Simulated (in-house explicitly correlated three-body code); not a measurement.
Results of a calculation; reference values are marked as such.
Two electrons around a charge Z: functional-driven and density-driven errors

The exact non-relativistic ground state comes from a variational code in 260 exponentially correlated functions, the Kohn-Sham parts from inverting its density (past Z = 6 the correlation energy is taken as exact minus Hartree-Fock, equal to within microhartrees), and self-consistent runs (Hartree-Fock is restricted) from a B-spline radial code. Z may be fractional; the second electron is bound down to Z = 0.911.

The total error of a self-consistent run is the error on the exact density (functional-driven) plus the energy gained by relaxing to the functional's own density (density-driven, never positive). «Unbound» marks a run whose level isn't bound or that didn't converge.

```csv
Z,PBEsol functional (mEh),PBEsol density (mEh),LDA PW92 functional (mEh),LDA PW92 density (mEh),TPSS functional (mEh),TPSS density (mEh)
0.94,+11.58,unbound,+12.17,unbound,-1.00,unbound
1.085,+15.50,unbound,+18.21,unbound,-2.91,unbound
1.34,+23.62,-0.72,+31.17,-1.13,-4.30,-0.26
1.62,?,?,?,?,?,?
1.88,+42.60,-0.95,+63.26,-1.61,-5.53,-0.25
2.32,+58.87,-1.06,+92.17,-1.84,-6.00,-0.27
2.8,?,?,?,?,?,?
3.2,+92.35,-1.19,+154.3,-2.11,-6.46,-0.30
```

**Question.** What belongs in the row Z = 1.62?

**Answer.** PBEsol functional (mEh): +33.27; PBEsol density (mEh): -0.86; LDA PW92 functional (mEh): +47.22; LDA PW92 density (mEh): -1.42; TPSS functional (mEh): -5.08; TPSS density (mEh): -0.24.

**Question.** What belongs in the row Z = 2.8?

**Answer.** PBEsol functional (mEh): +77.02; PBEsol density (mEh): -1.14; LDA PW92 functional (mEh): +125.5; LDA PW92 density (mEh): -2.01; TPSS functional (mEh): -6.30; TPSS density (mEh): -0.29.

**Question.** Which part of the error is larger?

**Answer.** PBEsol: functional-driven +92.35, density-driven -1.19 mEh at Z = 3.2; LDA PW92: functional-driven +154.3, density-driven -2.11 mEh at Z = 3.2; TPSS: functional-driven -6.46, density-driven -0.30 mEh at Z = 3.2. The density-driven part is second order in the error of the density, so it stays small unless the second electron is loosely bound.
